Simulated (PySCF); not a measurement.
C₆H₉O (doublet state).
Z-matrix (Å and degrees, GFN2-xTB geometry), rows numbered from 1:
```
C 
C   1  1.3320
C   2  1.4570  1  125.37
C   3  1.5058  2  118.17  1    -2.35
C   3  1.3341  2  122.01  1  -172.97
O   5  1.3008  3  138.92  2   -25.23
C   6  1.4333  5  121.14  3   -27.96
H   1  1.0770  2  120.94  3   179.40
H   1  1.0753  2  122.77  3    -1.35
H   2  1.0824  1  118.89  3  -177.93
H   4  1.0861  3  110.10  2  -176.99
H   4  1.0891  3  110.74  2   -56.57
H   4  1.0892  3  109.98  2    63.12
H   7  1.0897  6  107.04  5  -140.87
H   7  1.0921  6  109.40  5   100.72
H   7  1.0911  6  110.88  5   -20.56
```

The hyperfine couplings belong to this conformer and change with its torsions.

The species is `C=C/C(C)=[C]\OC` [radical].

The calculation used PySCF 2.14.0, UKS B3LYP, pcH-1 on C H O, non-relativistic, mean-field spin-orbit, GIAO. Geometry: GFN2-xTB, one conformer, isolated molecule. Couplings are sensitive to structure, and on GFN2-xTB geometries they can be far from those on DFT ones. The frame is twisted about the C3–C5 bond at this geometry (dihedral C2–C3–C5–O6 = -25°); couplings at other torsion angles weren't computed. No stability test was run, so a lower SCF solution isn't excluded.

Q: Break the g tensor into its mass correction, gauge correction and orbital-Zeeman/spin–orbit terms.

A: 
| Δg (ppm) | 1 | 2 | 3 |
| --- | --- | --- | --- |
| relativistic mass correction | -200 | -200 | -200 |
| gauge correction | 13 | 29 | -44 |
| orbital Zeeman/spin–orbit | -348 | -59 | 1198 |
| total | -535 | -230 | 953 |

So g = 2.00178, 2.00209, 2.00327 and g_iso = 2.00238; the tensor is rhombic: the two nearest values differ by 20 % of g3 − g1. Axes: g1 points within 12° of the C5–O6 bond.

Q: Average each term over the three axes. Which is largest in size?

A: The orbital-Zeeman/spin–orbit term 263, the mass correction -200 and the gauge correction -1 ppm, for a total of 63 ppm. The orbital-Zeeman/spin–orbit term is the largest in size. The mass correction is the same along every axis, so the anisotropy comes from the other two: their spans along these axes are 73 (gauge) and 1546 ppm (orbital Zeeman/spin–orbit).

Q: At 9.324 GHz, how far is the centre of the isotropic spectrum from where a free electron (g = 2.002319) resonates?

A: B = hν/(g μB) with μB/h = 13.99624 MHz/mT gives 332.70 mT for the free electron and 332.69 mT at g_iso, 0.01 mT lower.

Q: What are the electron Larmor frequencies g μB B/h along the three axes at 330 mT?

A: 9.2458, 9.2472, 9.2526 GHz for g1, g2 and g3, a range of 6.9 MHz.

Q: In a frozen sample, at which fields do the three g values resonate at 9.5, 34, 94 and 263 GHz (hyperfine left aside), and which band first spreads them over more than twice a line width of 1.0 mT?

A: 
```csv
band,GHz,B(g3) mT,B(g2) mT,B(g1) mT,spread mT
X,9.5,338.82,339.02,339.07,0.25
Q,34.0,1212.63,1213.34,1213.53,0.90
W,94.0,3352.56,3354.54,3355.05,2.49
J,263.0,9380.03,9385.57,9387.00,6.98
```

The spread grows in proportion to the frequency. W band is the first where it exceeds 2.0 mT.

The Mulliken spin populations are largest on C5 (+0.86) and O6 (+0.07). C5 is the only atom above +0.15.

The HOMO–LUMO gaps are 4.83 eV among the α and 3.94 eV among the β orbitals.
